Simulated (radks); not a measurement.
Problem. These are the eigenvalues of the occupied orbitals of an atom or ion with whole-number occupations (eV). Calculated with a radial shooting solver on a logarithmic mesh with Libxc functionals: non-relativistic Kohn-Sham, LB94 model potential, spin-polarised, spherical densities, point nucleus.

orbital  eigenvalue
1s down   -6750.097
1s up     -6749.846
2s up     -1052.054
2s down   -1051.845
2p up     -949.8585
2p down   -948.9471
3s up     -341.4393
3s down   -338.1984
3p up     -310.4984

Which element is it, and in what charge state? The configuration may be excited. Open shells, if any, are filled with parallel spins first.

Solution. Z = 25, manganese, charge +11: Mn11+ in [Ne] 3s2 3p2. The list shows which subshells hold electrons but not how many an open one holds; the 1s level, -248.06 hartree, gives Z - s = 22.3 by -(Z - s)^2/2, which with screening narrows Z to a few neighbours, and the depths of the outer levels then fix element, charge and occupations together.
